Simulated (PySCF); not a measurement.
Al(CF3)(Me)2 (C₃H₆AlF₃), SMILES [CH3][Al]([CH3])[C](F)(F)F. Heavy atoms are numbered as in [Al:1]([C:2]([F:3])([F:4])[F:5])([CH3:6])[CH3:10]. Hydrogens are named by the atom that carries them.

The structure is a stationary point at ωB97X-D3(BJ)/def2-SVP.

Level of theory: PBE/pcSseg-1 in PySCF.

GIAO shieldings, no solvent; atoms alike by connectivity are averaged. δ = σ(ref) − σ: ¹³C against TMS (σ = 182.0 ppm); ¹⁹F against CFCl3 (σ = 133.6 ppm); ¹H against TMS (σ = 31.49 ppm), references at their B3LYP-D3(BJ)/def2-TZVP geometries, non-relativistic.

| nucleus | atoms | count | δ (ppm) |
|---|---|---|---|
| ¹³C | C2 | 1 | 147.3 |
| ¹³C | C6 (CH3) | 2 | -7.1 |
| ¹⁹F | F3 | 3 | -89.8 |
| ¹H | H on C6 | 6 | 0.24 |
